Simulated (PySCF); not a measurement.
# C5H7O2: g tensor and hyperfine couplings

Species: C5H7O2 (doublet state).
Structure used (GFN2-xTB), in Å, numbered top down from 1:
```
atom  x, y, z in Å
C1     2.707   -0.295    0.646
O2     1.501   -0.920    1.121
C3     0.356   -0.430    0.792
C4    -0.179    0.676    0.309
C5    -1.573    0.787   -0.128
C6    -2.396   -0.473    0.015
O7    -2.032    1.814   -0.576
H8     2.648   -0.124   -0.430
H9     2.853    0.657    1.160
H10    3.520   -0.979    0.879
H11    0.368    1.622    0.285
H12   -3.363   -0.338   -0.461
H13   -1.872   -1.315   -0.428
H14   -2.540   -0.681    1.073
```

The hyperfine couplings belong to this conformer and change with its torsions.

The species is `CC(=O)/C=[C]/OC` [radical].

The calculation used UKS B3LYP, pcH-1 on C H O, non-relativistic, mean-field spin-orbit, GIAO (PySCF 2.14.0). One conformer (not necessarily the lowest) at the GFN2-xTB geometry, without solvent, vibrations or thermal averaging. GFN2-xTB frequencies show an imaginary mode (37i cm⁻¹), so this geometry is no minimum at that level. The geometry wasn't refined by DFT: couplings that depend on bond lengths, twists or pyramidal angles can differ widely from those at the functional's own minimum. The frame is twisted about the C3–C4 bond at this geometry (dihedral O2–C3–C4–H11 = -15°); couplings at other torsion angles weren't computed. No stability test was run, so a lower SCF solution isn't excluded.

```json
{
  "g1, g2, g3": "2.00130, 2.00201, 2.00338",
  "g_iso": "2.00223",
  "Form of g": "rhombic: the two nearest values differ by 34 % of g3 − g1",
  "⟨S²⟩": "0.7563 (exact 0.7500)",
  "HOMO–LUMO gap, α and β orbitals": "5.25, 4.07 eV",
  "Basis functions": "245"
}
```

Hyperfine couplings atom by atom, in 10⁻⁴ cm⁻¹; T1 to T3 are the principal values of the dipolar part (1 × 10⁻⁴ cm⁻¹ = 2.998 MHz):

| atom | isotope | a_iso | T1 | T2 | T3 | Mulliken spin population |
| --- | --- | --- | --- | --- | --- | --- |
| C1 | 13C | 16.8 | -2.6 | -2.3 | 4.9 | 0.07 |
| O2 | 17O | -54.9 | -7.7 | 3.8 | 4.0 | 0.04 |
| C3 | 13C | 139.3 | -25.3 | -19.7 | 45.0 | 0.90 |
| C4 | 13C | 17.1 | -5.2 | -1.5 | 6.7 | -0.09 |
| C5 | 13C | 7.8 | -0.9 | -0.6 | 1.6 | 0.02 |
| C6 | 13C | 0.1 | -0.8 | -0.1 | 0.8 | 0.01 |
| O7 | 17O | 0.2 | -1.2 | -0.5 | 1.8 | -0.01 |
| H8 | 1H | -1.6 | -1.7 | -0.6 | 2.3 | 0.00 |
| H9 | 1H | 1.5 | -1.6 | -0.3 | 1.9 | 0.00 |
| H10 | 1H | -1.4 | -1.6 | -0.7 | 2.3 | 0.00 |
| H11 | 1H | 45.6 | -2.0 | -0.4 | 2.4 | 0.07 |
| H12 | 1H | 0.7 | -0.7 | -0.5 | 1.2 | 0.00 |
| H13 | 1H | 2.5 | -2.0 | -0.9 | 2.9 | 0.00 |
| H14 | 1H | 0.2 | -1.3 | -0.8 | 2.1 | 0.00 |

The Mulliken spin populations are largest on C3 (+0.90), C4 (-0.09), H11 (+0.07) and C1 (+0.07). C3 is the only atom above +0.15.

Axes: g1 points within 9° of the O2–C3 bond.

Under fast tumbling the dipolar parts average out, and these isotropic splittings remain: 1 × 1H (H11, I = 1/2, 2 lines) with 4.88 mT, 3 × 1H (H12/H13/H14, I = 1/2, 4 lines) with 0.12 mT and 3 × 1H (H8/H9/H10, I = 1/2, 4 lines) with 0.06 mT.

Means are taken over nuclei equivalent by connectivity, which assumes that they swap fast. The three 1H nuclei of mean -1.6 MHz run from -4.9 to 4.4 MHz in the frozen geometry. The three 1H nuclei of mean +3.4 MHz run from 0.5 to 7.6 MHz in the frozen geometry.

The 13C coupling of C3 (417.8 MHz) shows only in satellite lines or after enrichment, since that isotope makes up about 1.07 % of natural carbon.

The 17O coupling of O2 (-164.6 MHz) shows only in satellite lines or after enrichment, since that isotope makes up about 0.038 % of natural oxygen.
